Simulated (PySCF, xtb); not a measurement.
4,4-difluorobut-1-yne (C₄H₄F₂), SMILES FC(F)CC#C.

GFN2-xTB in xtb at its own geometry gives an orbital gap of 6.92 eV and a dipole moment of 2.65 D.

Geometry optimised at B3LYP-D3(BJ)/def2-SVP. Other conformers were not sampled.

### Question
What does PySCF with ωB97X/def2-TZVP give? (An estimate is asked for; the answer gives what the named calculation found.)

### Answer
gap 13.37 eV (levels -10.59 and 2.78 eV), dipole 1.79 D.
